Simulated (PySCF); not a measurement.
# Molecular orbitals of SiAs

HSE06 at R = 2.174 Å; basis Si x2c-TZVPPall, As x2c-TZVPPall; spin-free X2C with a Gaussian nucleus; PySCF 2.14. State: ²Π (doublet), unpaired electrons π ↑. Only the outer orbitals are listed, counted within each symmetry.

```csv
spin,orbital,occ.,ε (eV),on Si (%),main shells (%)
α,10σ,1,-17.10,23,"74 As s, 17 Si s"
α,11σ,1,-11.30,64,"63 Si s, 19 As s, 15 As p"
α,5π,1,-7.13,31,"68 As p, 28 Si p"
α,12σ,1,-6.52,53,"45 As p, 38 Si p, 14 Si s"
α,5π,1,-6.37,34,"65 As p, 31 Si p"
α,6π,0,-2.97,70,"70 Si p, 28 As p"
α,6π,0,-2.46,68,"66 Si p, 31 As p"
α,13σ,0,0.58,85,"82 Si p, 33 As p"
β,10σ,1,-16.31,25,"72 As s, 19 Si s"
β,11σ,1,-10.94,64,"62 Si s, 20 As s, 15 As p"
β,12σ,1,-6.35,52,"46 As p, 38 Si p, 13 Si s"
β,5π,1,-6.14,39,"60 As p, 36 Si p"
β,5π,0,-4.90,42,"57 As p, 40 Si p"
β,6π,0,-2.39,63,"62 Si p, 35 As p"
β,6π,0,-2.02,60,"58 Si p, 38 As p"
```

Which are the highest filled and the lowest empty level, where do they sit, and how wide is the gap?

Highest filled β 5π at -6.14 eV (in %: 60 As p, 36 Si p); lowest empty β 5π at -4.90 eV (in %: 57 As p, 40 Si p); the gap at HSE06 is 1.24 eV. Both belong to one degenerate shell, split only by its one-sided filling, so this is no excitation gap.

```json
{
  "bond order (Mayer)": "2.28",
  "⟨S²⟩": "0.755",
  "charge on Si (Mulliken, basis-dependent)": "0.15",
  "charge on Si (Löwdin, basis-dependent)": "-0.10",
  "dipole moment (positive dipole means Si(−)As(+))": "-0.64 D"
}
```

Spin–orbit coupling is left out. The state is the lowest determinant that a PBE0 search found; another state may lie lower at other levels.
